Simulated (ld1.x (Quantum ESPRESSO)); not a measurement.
Logarithmic derivatives: N, RRKJ

```
Element                 : nitrogen (N)
Generator               : ld1.x (Quantum ESPRESSO) 7.5
Type                    : norm-conserving RRKJ (Kleinman–Bylander form)
Functional              : BP86
Relativity              : fully relativistic
Frozen core             : [He]
Valence charge          : 5
Reference configuration : 2s2 2p2 (charge +1)
Partial waves           : 2p (bound): rc 1.70 bohr; 2s (bound): rc 1.10 bohr
Local potential         : the s channel
Core correction         : none
```

Open shells are filled in proportion to 2j + 1 (rel_dist='average').

The phase is arctan(r·u′/u) with u = r·R(r), unwrapped; energies in Ry, scanned from -4 to 5 Ry. A pole is an energy at which the radial function vanishes at the test radius. The pseudo phase is shifted by a multiple of π to meet the all-electron one at the reference energy, and phase errors are pseudo minus all-electron; the curves can meet again beyond the range given. Levels narrower than the energy grid can be missing from the lists of poles.

```tsv
channel	radius (bohr)	reference energy (Ry)	poles, all-electron	poles, pseudo	unbroken range about the reference energy with phases within 0.05 rad	phase error 1 Ry above the reference energy (rad)
s	1.84	-2.39	-1.41	-1.41	below 2.6	-0.001
p1/2	1.84	-1.53	-0.64	-0.62	below 1.8	+0.004
p3/2	1.84	-1.53	-0.63	-0.62	below 1.9	+0.004
```

Phases in the s channel:

```tsv
E (Ry)	all-electron	pseudo
-4.00	1.073	1.073
-3.76	1.001	1.000
-3.52	0.891	0.890
-3.28	0.706	0.705
-3.04	0.364	0.363
-2.80	-0.215	-0.216
-2.56	-0.799	-0.799
-2.32	-1.145	-1.145
-2.08	-1.335	-1.335
-1.84	-1.448	-1.449
-1.60	-1.525	-1.525
-1.36	-1.580	-1.581
-1.12	-1.623	-1.624
-0.88	-1.659	-1.660
-0.64	-1.690	-1.692
-0.40	-1.718	-1.720
-0.16	-1.745	-1.747
0.08	-1.771	-1.774
0.32	-1.797	-1.800
0.56	-1.824	-1.828
0.80	-1.852	-1.858
1.04	-1.883	-1.890
1.28	-1.918	-1.927
1.52	-1.957	-1.969
1.76	-2.003	-2.019
2.00	-2.059	-2.080
2.24	-2.127	-2.157
2.48	-2.213	-2.255
2.72	-2.325	-2.385
2.96	-2.471	-2.558
3.20	-2.664	-2.787
3.44	-2.910	-3.069
3.68	-3.195	-3.373
3.92	-3.480	-3.650
4.16	-3.727	-3.870
4.40	-3.920	-4.037
4.64	-4.067	-4.161
4.88	-4.178	-4.255
```
